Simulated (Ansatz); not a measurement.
Geometry optimisation, RHF/def2-SVP in Ansatz 0.2.0.

input.yaml

```yaml
crystal:
  periodic: [false, false, false]
  atoms:
    - { symbol: W, position_ang: [0.0, 0.0, 0.0] }
    - { symbol: H, position_ang: [0.0, 0.0, 1.72] }
    - { symbol: F, position_ang: [1.85, 0.0, 0.0] }
    - { symbol: F, position_ang: [0.0, 1.85, 0.0] }
    - { symbol: F, position_ang: [-1.85, 0.0, 0.0] }
    - { symbol: H, position_ang: [0.0, -1.72, 0.0] }
    - { symbol: Cl, position_ang: [0.0, 0.0, -2.39] }
basis:
  gaussian: { orbitals: def2-SVP }
hamiltonian:
  xc: hf
relax:
  f_tol: 0.02
  max_steps: 40
```

Command:

```bash
$ ansatz run input.yaml --threads 1 --pin off --max-ram 2048MiB --backend cpu --events-out ev --progress --plain --runs-dir out
```

Q: Where does it end, and by what steps?

A: It converged. After 10 steps the energy has fallen by 1.706 eV; F4 moved furthest, 0.81 Å.

```csv
step,energy less start (eV),largest force component (eV/Å),accepted
0,0.0000,3.052,yes
1,-0.8434,1.216,yes
2,-1.2849,1.807,yes
3,-1.5591,0.718,yes
4,-1.6560,0.529,yes
5,-1.6779,0.216,yes
6,-1.6974,0.311,yes
7,-1.7035,0.165,yes
8,-1.7044,0.255,yes
9,-1.7064,0.052,yes
10,-1.7065,0.012,yes
```

```xyz
7
Properties=species:S:1:pos:R:3
W 0.000 0.183 -0.160
H 0.000 -0.374 1.394
F 1.807 0.377 -0.286
F 0.000 1.808 0.813
F -1.807 0.377 -0.286
H 0.000 -1.440 0.148
Cl 0.000 -0.802 -2.292
```

Whether the end is a true minimum wasn't checked by a vibrational analysis.

The run took 33 s on 1 thread of Arm Neoverse V1, on a shared host, peak memory 0.21 GiB.
